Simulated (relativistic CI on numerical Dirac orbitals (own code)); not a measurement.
Hyperfine structure of Re LXVIII, mass number 187

Calculated at this level of theory: Dirac-Coulomb-Breit CI, separate exchange-only KLI orbitals for each configuration, model QED (radiative potential, 1s self-energy scaled to tabulated hydrogen-like ionisation energies), unscaled Slater integrals (own radial code, finite nucleus).

Configuration list (outside the closed core 1s2): 2s²2p⁴, 2s2p⁵, 2p⁶, 2p⁵3s, 2s²2p³3s, 2p⁵3p, 2p⁵3d, 2s²2p³3p, 2s²2p³3d, 2s2p⁴3s, 2s2p⁴3p, 2s2p⁴3d, 2s²2p³4s, 2s²2p³4p, 2s²2p³4d, 2s²2p³4f. Levels of other configurations are missing.

Nuclear spin I = 5/2, μ = 3.209 μN, Q = 1.94 b (tables of Stone and Pyykkö). The electronic factors are computed for point nuclear moments, without core polarisation or the Bohr-Weisskopf and QED corrections.

```json
{"Level": "2s²2p⁴ ³P2", "E (Ry)": "0.000", "A (GHz)": "1110", "B (GHz)": "162"}
{"Level": "2s²2p⁴ ³P1", "E (Ry)": "109.493", "A (GHz)": "-1162", "B (GHz)": "-1660"}
{"Level": "2s²2p⁴ ¹D2", "E (Ry)": "110.887", "A (GHz)": "3406", "B (GHz)": "-3490"}
{"Level": "2s2p⁵ ³P°2", "E (Ry)": "140.153", "A (GHz)": "8791", "B (GHz)": "-3310"}
{"Level": "2s2p⁵ ¹P°1", "E (Ry)": "146.513", "A (GHz)": "-6550", "B (GHz)": "-1410"}
{"Level": "2s2p⁵ ³P°1", "E (Ry)": "253.428", "A (GHz)": "21020", "B (GHz)": "-253"}
```

Levels with J = 0, under 50 % of one LS term, or S terms without an open s electron are left out. Small factors come from cancelling terms and can be off by tens of per cent or more.

At this charge energies of transitions that change n are usually good to better than 1 %, and those within a shell (Δn = 0) to a few per cent.

Task: Give the hyperfine levels of 2s²2p⁴ ³P1 relative to its centre of gravity.

Result: With K = F(F + 1) − I(I + 1) − J(J + 1), E = AK/2 + B[¾K(K + 1) − I(I + 1)J(J + 1)]/[2I(2I − 1)J(2J − 1)]: F = 3/2: 2907, F = 5/2: 2489, F = 7/2: -3320 GHz.

LS names give the leading component of a level, which can be under half, so a name can repeat, a term be missing and a line seem to break the LS rules.
